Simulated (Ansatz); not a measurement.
Consider the redistribution: `O[SiH2]OP` + `[SiH3][SeH]` → `O[SiH2][SeH]` + `[SiH3]OP`.

Gas-phase electronic energies from Ansatz, PBE0-D4/def2-TZVP geometries. CCSD(T)/CBS is the MP2 limit (def2-TZVPP, def2-QZVPP) plus CCSD(T) − MP2 in def2-TZVPP, frozen cores. Functionals use def2-TZVPP. HSE06 is defined as in plane-wave codes. For Se outer-core shells are correlated without core-valence functions, which leaves a few kJ/mol of doubt a bond. Scalar relativity is left out up to krypton. One conformer a species, not always the lowest.

`O[SiH2]OP`:

Z-matrix (Å, degrees):
```
Si
O 1 1.648
O 1 1.637 2 112.6
H 1 1.473 2 105.8 3 -116.5
H 1 1.486 2 108.4 3 121.7
P 2 1.646 1 125.8 3 -64.8
H 3 0.958 1 118.2 2 82.2
H 6 1.424 2 98.7 1 -134.0
H 6 1.424 2 98.7 1 132.4
```

`[SiH3][SeH]`:

```xyz
6

Si   -0.510   -0.258   -0.068
Se    1.146    1.247   -0.497
H    -0.048   -1.652   -0.283
H    -1.585    0.074   -1.034
H    -1.017   -0.124    1.321
H     2.014    0.713    0.561
```

`O[SiH2][SeH]`:

```xyz
7

O    -0.373   -0.819    1.361
Si   -0.420    0.336    0.196
Se    1.603    0.715   -0.790
H     0.092   -1.634    1.162
H    -1.364   -0.016   -0.894
H    -0.822    1.576    0.890
H     1.285   -0.159   -1.926
```

`[SiH3]OP`:

Cartesian coordinates in Å:
```
Si 1.046 0.761 -0.130
O -0.387 -0.014 -0.390
P -1.072 -1.229 0.482
H 0.881 1.820 0.899
H 1.437 1.374 -1.421
H 2.081 -0.204 0.324
H -1.691 -1.922 -0.596
H -2.296 -0.586 0.832
```

```tsv
level	ΔE (eV)
r2SCAN-D4	0.18
B97M-V	0.18
r2SCANh-D4	0.18
r2SCAN0-D4	0.19
HSE06-D4	0.18
CAM-B3LYP-D4	0.17
PBE0	0.17
HF/def2-TZVPP	0.18
```

What does CCSD(T)/CBS give? (Best estimate.)

Computed: +0.18 eV. The listed levels differ from it by 0.00, 0.00, 0.00, 0.01, 0.00, -0.01, -0.01, 0.00 eV.

Largest T1 diagnostic among the species: 0.013.

Leaving LDA and LC-ωPBE aside and taking each functional with its dispersion term where it has one, the values, not all of them listed here, spread over 0.04 eV, from BLYP-D4 to r2SCAN0-D4.
